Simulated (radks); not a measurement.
Values are calculated unless marked as measured or tabulated.
Q: Successive ionisation energies (eV) of one element, from differences of total energies of ions in their ground configurations, starting at charge 0: 5.699, 11.193, 42.993, 56.353, 70.136, 89.160, 104.77. Level of theory: scalar-relativistic Kohn-Sham, PBE, spin-polarised, spherical densities, point nucleus; open shells are filled with parallel spins first (spin-orbit coupling, left out, can overturn this in heavy ions) (a radial shooting solver on a logarithmic mesh with Libxc functionals). Which element is it?

A: Strontium (Z = 38). The first species listed is Sr in [Kr] 5s2, the last Sr6+ in [Ar] 3d10 4s2 4p2.
